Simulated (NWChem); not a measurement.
System: C₃H₇NSi; SMILES C([SiH3])#CCN

Here is an NWChem input.

```
start job
memory heap 200 mb stack 900 mb global 1100 mb
geometry units angstroms noautoz
  N      0.618464     2.857660    -0.220530
  C     -0.537689     2.068721     0.160500
  C     -0.359635     0.612778     0.120887
  C     -0.163983    -0.591032     0.072582
  Si     0.116134    -2.396042     0.004915
  H      0.908746     2.612270    -1.165380
  H      1.406722     2.630292     0.382944
  H     -0.850481     2.358398     1.178469
  H     -1.386811     2.338125    -0.490982
  H     -0.029767    -2.988904     1.367472
  H     -0.874936    -3.034530    -0.911234
  H      1.493376    -2.676109    -0.500251
end
basis spherical
  N library def2-tzvp
  C library def2-tzvp
  Si library def2-tzvp
  H library def2-tzvp
end
dft
  xc xpbe96 cpbe96
  iterations 150
  semidirect filesize 400000000
  mulliken
end
task dft energy
```

Geometry: optimised at PBE0/def2-SVP. No frequency run checked for a minimum.

Problem. What results follow from this input? (PBE/def2-TZVP.) Quantities: basis functions; energy (Ha); highest occupied level (eV); orbital gap (eV); dipole (D).

Solution. 
```yaml
number_of_basis_functions: 203
energy (Ha): -462.40
highest occupied level (eV): -5.92
orbital gap (eV): 4.90
dipole (D): 0.44
```
